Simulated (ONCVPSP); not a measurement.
Configuration tests for Br (ONCV)

| Quantity | Value |
| --- | --- |
| Element | Br (Z = 35) |
| Generator | ONCVPSP 4.0.1 |
| Type | optimised norm-conserving Vanderbilt (ONCV) |
| Functional | revPBE |
| Relativity | scalar-relativistic |
| Frozen core | [Ne] |
| Valence charge | 25 |
| Reference configuration | 3s2 3p6 3d10 4s2 4p2 (charge +3) |
| Partial waves | 3s+4s: rc 0.70 bohr, ncon 4, nbas 8, qcut 17.4 1/bohr, 2 projectors; 3p+4p: rc 0.95 bohr, ncon 3, nbas 6, qcut 14.2 1/bohr, 2 projectors; 3d: rc 1.00 bohr, ncon 4, nbas 9, qcut 18.3 1/bohr, 1 projector |
| Local potential | polynomial inside 0.70 bohr (lpopt 5, dvloc0 0 Ha) |
| Core correction | none |

Energies are relative to the spin-unpolarised reference configuration 3s2 3p6 3d10 4s2 4p2; without spin polarisation the order of configurations can differ from experiment.

Task: Give the all-electron excitation energy and the error of the potential for: 3s2 3p6 3d10 4s2 4p5; 3s2 3p6 3d10 4s2 4p4; 3s2 3p6 3d10 4s2 4p3; 3s2 3p6 3d10 4s2 4p4.5.

Result:

```json
{"valence configuration": "3s2 3p6 3d10 4s2 4p5", "charge": "0", "ΔE all-electron (eV)": "-69.171", "error AE − PS (meV)": "+9.0"}
{"valence configuration": "3s2 3p6 3d10 4s2 4p4", "charge": "+1", "ΔE all-electron (eV)": "-56.655", "error AE − PS (meV)": "+7.5"}
{"valence configuration": "3s2 3p6 3d10 4s2 4p3", "charge": "+2", "ΔE all-electron (eV)": "-33.933", "error AE − PS (meV)": "+4.7"}
{"valence configuration": "3s2 3p6 3d10 4s2 4p4.5", "charge": "+0.5", "ΔE all-electron (eV)": "-64.116", "error AE − PS (meV)": "+8.4"}
```
